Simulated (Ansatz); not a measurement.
C2H8N (SMILES C[NH2+]C), charge +1, singlet, geometry from GFN2-xTB; Ansatz (a first-principles code) with BLYP/3-21G.

Here is a job for Ansatz.
Ansatz 0.2 input:
```yaml
crystal:
  periodic: [false, false, false]
  atoms:
    - {symbol: C, position_ang: [-0.02333821, -0.27178422, 1.23058526]}
    - {symbol: N, position_ang: [0.03459018, 0.54534707, 0.00080941]}
    - {symbol: C, position_ang: [-0.01095720, -0.26891545, -1.23138777]}
    - {symbol: H, position_ang: [0.81917921, -0.96023702, 1.25829085]}
    - {symbol: H, position_ang: [0.01259112, 0.36354745, 2.11314052]}
    - {symbol: H, position_ang: [-0.94632669, -0.84824181, 1.24954279]}
    - {symbol: H, position_ang: [0.89993071, 1.10048027, 0.00580798]}
    - {symbol: H, position_ang: [0.83180433, -0.95731169, -1.25222260]}
    - {symbol: H, position_ang: [0.03383921, 0.36847078, -2.11205406]}
    - {symbol: H, position_ang: [-0.93370156, -0.84531649, -1.26097066]}
    - {symbol: H, position_ang: [-0.75367517, 1.20537707, -0.00238562]}
basis:
  gaussian:
    orbitals: 3-21G.json
    occupation: {up: {"A1": 5, "A2": 1, "B1": 3, "B2": 4}, down: {"A1": 5, "A2": 1, "B1": 3, "B2": 4}}
hamiltonian:
  xc: blyp
total_charge: 1
```
The basis file holds 3-21G in the JSON format of the Basis Set Exchange.

Output, abridged:

```
Functional definition: BLYP
the irreps are read with x along [-0.998, 0.063, -0.005], y along [-0.005, -0.001, 1.000] and z along [0.063, 0.998, 0.001] of the geometry given
545 factors; integrals over basis functions are off by at most 8.7e-4 eV
mean field evaluation 1: about -3629.7690 eV, gradient 6.4e1 eV
mean field evaluation 2: about -3638.5040 eV, gradient 1.2e1 eV
mean field evaluation 4: about -3639.3878 eV, gradient 3.6e-2 eV
mean field evaluation 8: about -3639.3506 eV, gradient 5.1e-7 eV
a density is far from that of the atoms, so the factors are made again for it
630 factors; integrals over basis functions are off by at most 4.0e-5 eV
mean field -3639.34969022 eV, -133.7436342757 hartree, gradient 9.2e-6 eV, S^2 0.000000; 0 other end points of the search recorded, 0 dependent functions left out
reference -3639.34995289 eV, -133.7436439287 hartree; 13, 13 occupied and 30, 30 virtual orbitals, 630 factors
Total energy: -3639.34995289 eV, -133.7436439287 hartree
```
